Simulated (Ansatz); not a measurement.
Ansatz (a program for electronic structure) input (PBE0/def2-QZVPP):
A basis named .json is the Basis Set Exchange file of that set.

Ansatz 0.2 input:
```yaml
crystal:
  periodic: [false, false, false]
  atoms:
    - {symbol: Br, position_ang: [-0.00000000, -0.00000000, -1.11103876]}
    - {symbol: Br, position_ang: [0.00000000, 0.00000000, 1.11103876]}
basis:
  gaussian:
    orbitals: def2-QZVPP.json
hamiltonian:
  xc: {name: PBE0}
total_charge: 1
magnetization: {spin_polarized: true, initial_magnetization: 1}
```

End of the output:

```
integrals: 0.09 GiB planned
1102 factors; their error is unknown
mean field: 1.20 GiB planned
mean field evaluation 1: about -140067.8836 eV, gradient 1.0e1 eV
mean field evaluation 2: about -140068.0221 eV, gradient 1.1e1 eV
mean field evaluation 4: about -140068.2837 eV, gradient 2.2e-1 eV
mean field evaluation 8: about -140068.6437 eV, gradient 2.2e-1 eV
mean field evaluation 16: about -140068.6437 eV, gradient 2.2e-5 eV
mean field -140068.64371157 eV, -5147.4277144637 hartree, gradient 2.2e-5 eV, S^2 0.754266; 0 other end points of the search recorded, 0 dependent functions left out
reference -140068.64373515 eV, -5147.4277153302 hartree; 35, 34 occupied and 143, 144 virtual orbitals, 1102 factors
Total energy: -140068.64373515 eV, -5147.4277153302 hartree
```
